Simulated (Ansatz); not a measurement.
Relaxation of F₂H₂HfO₂ (7 atoms, charge 0, multiplicity 1), to a largest force component of 0.02 eV/Å in at most 40 steps.

All numbers below come from Ansatz, RHF/def2-SVP.

```xyz
7
Properties=species:S:1:pos:R:3:forces:R:3
Hf 0.000 0.000 0.000 0.74 0.81 0.38
O 0.000 0.000 2.070 -3.12 -1.03 -1.86
H -0.909 -0.281 2.407 2.77 0.86 -0.43
F 1.867 0.000 -0.659 -1.70 0.01 0.62
O -0.975 1.689 -0.689 -1.95 -3.26 0.23
H -1.933 1.458 -0.912 2.64 1.18 0.45
F -0.933 -1.616 -0.659 0.60 1.43 0.61
```

**Question.** Where does it end, and by what steps?

**Answer.** The run converged. After 7 steps the energy has fallen by 1.215 eV; H3 moved furthest, 0.64 Å.

```
step  energy less start (eV)  largest force component (eV/Å)  accepted
   0                  0.0000                           3.265       yes
   1                 -0.6877                           2.957       yes
   2                 -0.9114                           1.365       yes
   3                 -1.0403                           0.751       yes
   4                 -1.1660                           0.343       yes
   5                 -1.2101                           0.092       yes
   6                 -1.2135                           0.092       yes
   7                 -1.2149                           0.006       yes
```

```xyz
7
Properties=species:S:1:pos:R:3
Hf -0.154 -0.110 -0.024
O -0.322 -0.173 1.892
H -0.434 -0.167 2.824
F 1.698 0.143 -0.494
O -1.202 1.319 -0.774
H -1.727 2.026 -1.099
F -0.742 -1.788 -0.769
```

Whether the end is a true minimum wasn't checked by a vibrational analysis.

Time of the run: 20 s on 1 thread of Arm Neoverse V1, with other jobs on the host, peak memory 0.18 GiB.
